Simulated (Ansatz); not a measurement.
Basis-set series for H$_{3}$PSe (`P[SeH]`). Total charge 0; spin multiplicity 1. Geometry: relaxed with PBE0-D4/def2-TZVP.

Cartesian coordinates in Å:
```
P 0.000 0.331 -0.792
Se 0.242 -0.525 1.288
H -1.027 1.257 -0.471
H -0.921 -0.640 -1.265
H 1.706 -0.423 1.240
```

```tsv
functional	basis	functions	energy (Eh)	HOMO (eV)	LUMO (eV)
PBE0-D4	def2-TZVPP	132	-2744.31214	-7.06	-0.77
PBE0-D4	def2-QZVPP	249	-2744.37384	-7.08	-0.87
ωB97M-V	def2-TZVPP	132	-2744.55727	-9.21	1.14
ωB97M-V	def2-QZVPP	249	-2744.61689	-9.24	0.90
```

**Question.** Give the rows for def2-SVP. (An estimate is asked.)

**Answer.** Ansatz gave: 
```json
{"functional": "PBE0-D4", "basis": "def2-SVP", "functions": "65", "energy (Eh)": "-2743.89510", "HOMO (eV)": "-6.92", "LUMO (eV)": "-0.47"}
{"functional": "ωB97M-V", "basis": "def2-SVP", "functions": "65", "energy (Eh)": "-2744.14049", "HOMO (eV)": "-9.07", "LUMO (eV)": "1.62"}
```

Positive LUMOs are unbound and depend on the basis. Scalar relativity is left out up to krypton.
